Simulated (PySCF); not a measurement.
# Bonding in `CN([SiH3])C[SiH2]CC#N`

Species: C₄H₁₂N₂Si₂.
SMILES with atom numbers: `[CH3:1][N:2]([SiH3:3])[CH2:4][SiH2:5][CH2:6][C:7]#[N:8]` (hydrogens: H9, H10, H11 on C1; H12, H13, H14 on Si3; H15, H16 on C4; H17, H18 on Si5; H19, H20 on C6)

Geometry (GFN2-xTB, Å), atoms numbered from 1 in this order:
```xyz
20
C4H12N2Si2 angstrom
C     -1.705    1.439   -0.721
N     -1.478    0.073   -0.335
Si    -2.783   -0.992    0.011
C     -0.178   -0.419   -0.734
Si     1.269    0.493    0.128
C      2.788   -0.676   -0.008
C      3.931   -0.063    0.584
N      4.833    0.449    1.068
H     -2.702    1.746   -0.420
H     -1.614    1.572   -1.806
H     -0.975    2.095   -0.238
H     -3.485   -1.538   -1.165
H     -2.185   -2.098    0.759
H     -3.721   -0.204    0.807
H     -0.137   -1.482   -0.493
H     -0.068   -0.343   -1.827
H      1.626    1.747   -0.549
H      0.970    0.731    1.541
H      3.013   -0.899   -1.053
H      2.596   -1.619    0.506
```

Bond orders from the PBE0/pcSseg-1 density (PySCF). The structure is a single GFN2-xTB conformer in the gas phase; no vibrational or solvent corrections.

How far do the computed orders between heavy atoms stray from the drawn ones?

The largest departure is 0.171, at Si5–C6 (drawn single, 0.829). Drawn single, order below 0.88: Si5–C6 (0.829).

Give the Mayer order of every bond, beside its length.

| bond | drawn as | length (Å) | Mayer order |
| --- | --- | --- | --- |
| C1–N2 | single | 1.437 | 0.958 |
| N2–Si3 | single | 1.720 | 0.972 |
| N2–C4 | single | 1.446 | 0.935 |
| C4–Si5 | single | 1.915 | 0.888 |
| Si5–C6 | single | 1.922 | 0.829 |
| C6–C7 | single | 1.426 | 1.046 |
| C7–N8 | triple | 1.145 | 3.045 |
| C1–H9 | single | 1.087 | 0.965 |
| C1–H10 | single | 1.097 | 0.957 |
| C1–H11 | single | 1.094 | 0.948 |
| Si3–H12 | single | 1.474 | 0.889 |
| Si3–H13 | single | 1.463 | 0.936 |
| Si3–H14 | single | 1.461 | 0.939 |
| C4–H15 | single | 1.091 | 0.948 |
| C4–H16 | single | 1.101 | 0.932 |
| Si5–H17 | single | 1.469 | 0.952 |
| Si5–H18 | single | 1.464 | 0.957 |
| C6–H19 | single | 1.091 | 0.919 |
| C6–H20 | single | 1.091 | 0.919 |

Bonds between the same two heavy elements. C–N: lowest N2–C4 (0.935, 1.446 Å), highest C7–N8 (3.045, 1.145 Å). C–Si: lowest Si5–C6 (0.829, 1.922 Å), highest C4–Si5 (0.888, 1.915 Å).

Sum the orders of all bonds at each heavy atom with more than one neighbour and set the sums beside the valence in the SMILES.

C1 3.828 (drawn 4), N2 2.865 (drawn 3), Si3 3.736 (drawn 4), C4 3.703 (drawn 4), Si5 3.626 (drawn 4), C6 3.713 (drawn 4), C7 4.091 (drawn 4). Orders between atoms that aren't bonded are not in these sums.

Mayer orders depend on the basis set.
